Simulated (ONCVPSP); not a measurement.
# Cutoff test, arsenic (As), ONCV

```json
{
 "Element": "As",
 "Generator": "ONCVPSP 4.0.1",
 "Type": "optimised norm-conserving Vanderbilt (ONCV)",
 "Functional": "PBE",
 "Relativity": "scalar-relativistic",
 "Frozen core": "[Ne]",
 "Valence charge": "23",
 "Reference configuration": "3s2 3p6 3d10 4s2 4p1 (charge +2)",
 "Partial waves": "3s+4s: rc 0.85 bohr, ncon 5, nbas 9, qcut 12.5 1/bohr, 2 projectors; 3p+4p: rc 1.10 bohr, ncon 4, nbas 8, qcut 12.1 1/bohr, 2 projectors; 3d: rc 1.05 bohr, ncon 5, nbas 10, qcut 14.7 1/bohr, 2 projectors, debl 2.2 Ha; f scattering state at 0.05 Ha: rc 0.95 bohr, ncon 4, nbas 7, qcut 10.3 1/bohr, 2 projectors, debl 3.4 Ha",
 "Local potential": "polynomial inside 0.55 bohr (lpopt 5, dvloc0 0 Ha)",
 "Core correction": "Teter function fitted to the true core (icmod 2), fcfact 0.4"
}
```

In the d channel the program set the typed energies aside and used -2.276, 0.250 Ha.

For each optimised wave give the share of its norm inside rc, the residual kinetic energy above qcut (Ha) and the cutoffs (Ha) for errors of 10, 1, 0.1 and 0.01 mHa per electron.

```csv
wave,norm inside rc,residual KE,10 mHa,1 mHa,0.1 mHa,0.01 mHa
3s,0.872,8.5e-04,61.2,77.0,279.4,331.8
4s,0.049,2.6e-04,50.9,69.3,105.6,240.4
3p,0.957,6.3e-06,46.9,57.1,64.8,71.6
4p,0.059,2.3e-06,37.9,50.4,60.6,68.6
3d,0.871,8.5e-05,83.7,95.8,108.3,316.0
d projector 2,0.022,1.6e-05,66.1,85.0,98.7,112.3
f projector 1,0.001,8.3e-06,4.1,13.0,31.6,51.6
f projector 2,0.042,1.4e-03,36.0,55.1,92.3,194.9
```

The occupied waves need 96 Ha and 279 Ha for 1 and 0.1 mHa. Rows with under 1 % of the norm inside rc give no meaningful cutoff.
